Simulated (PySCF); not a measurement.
Below is a simulated gas-phase Si 2p photoelectron spectrum of `[SiH3][Be][SiH3]` (Be(SiH3)2).

Every computed line was given a Gaussian of 0.5 eV full width at half maximum and an area set by the number of equivalent atoms (split 2:1 within a doublet); the highest printed point is 100. Method: delta-SCF UKS SCAN, pcX-2 on the ionised atom, pcseg-1 elsewhere, spin-free X2C (PySCF).

binding energy (eV), intensity and a bar:
```
    105.5          1 
    105.6          3 #
    105.7          9 ###
    105.8         22 #######
    105.9         45 #############
    106.0         73 ######################
    106.1         95 ############################
    106.2        100 ##############################
    106.3         86 ##########################
    106.4         65 ###################
    106.5         49 ###############
    106.6         46 ##############
    106.7         50 ###############
    106.8         51 ###############
    106.9         44 #############
    107.0         31 #########
    107.1         18 #####
    107.2          8 ##
    107.3          3 #
    107.4          1 
    107.5          0
```

**Question.** Count the maxima, the lines and the sites behind this envelope.

**Answer.** The curve has 2 maxima (at 106.2 and 106.8 eV). Under it lie 2 lines from 1 inequivalent silicon site, drawn as a 2p3/2, 2p1/2 pair.

**Question.** Decompose the envelope and assign each component. Bonds: Be1–Si2, Be1–Si6. Hydrogens: H3, H4, H5 on Si2; H7, H8, H9 on Si6.

**Answer.** 
| position (eV) | relative area | line | atoms | environment |
| --- | --- | --- | --- | --- |
| 106.17 | 1.33 | Si 2p3/2 | Si2/Si6 | silicon bonded to Be and 3 H |
| 106.79 | 0.67 | Si 2p1/2 | Si2/Si6 | silicon bonded to Be and 3 H |

**Question.** What are the centre and the root-mean-square width of the whole band?

**Answer.** The area-weighted mean of the lines is 106.38 eV. Their own spread about it is 0.29 eV (rms) and each Gaussian has σ = 0.5/2.355 = 0.21 eV; the variances add, which gives 0.36 eV.

No satellites, vibrations or lifetime broadening are included. Atoms equivalent by their bonding share one computed value, that of the first of them. The 2p values add to the ΔSCF energy of one spin-free hole a correction within the shell (spin–orbit coupling, ligand field). 2p1/2 minus 2p3/2 (ligand field included): Si 0.62 eV. Geometry: PBE0-D3(BJ)/def2-SVP; no solvent, vibrations or thermal averaging.

Time: 8.1 s wall. Hardware: one thread, Arm Neoverse V2, on a shared host.
